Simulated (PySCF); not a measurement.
**How methods differ on the ionisation energy of Au⁷⁷⁺**

Au⁷⁷⁺ 1s2 (1S) → Au⁷⁸⁺ 1s1 (2S), as a difference of total energies. Computed with PySCF 2.14 in an even-tempered Gaussian basis (16 s from 250 bohr⁻², ratio 2.2; 7 p from 370 bohr⁻², ratio 2.4; 4 d from 1100 bohr⁻², ratio 2.4; 3 f from 1700 bohr⁻², ratio 2.4; 3 g from 2500 bohr⁻², ratio 2.4), with the spin-free X2C one-electron Hamiltonian (Gaussian nucleus). Correlated levels: nothing frozen; virtual orbitals above 40 to 60 times the deepest correlated orbital energy dropped. The calculations carry no spin-orbit coupling.

```tsv
method	ionisation energy (eV)	difference from reference (eV)
UHF	91760.1	+244.3
MP2 (all electrons)	91762.2	+246.4
SCS-MP2 (all electrons)	91762.7	+246.9
CCSD (all electrons)	91762.3	+246.5
```

Reference: 91515.8 ± 0.3 eV (theoretical estimate listed by NIST; NIST Atomic Spectra Database, ionization energies).

For this ion Breit and QED terms and the two-electron picture change, all absent here, outweigh the differences among the correlated methods.

With two correlated electrons CCSD is exact in that space.
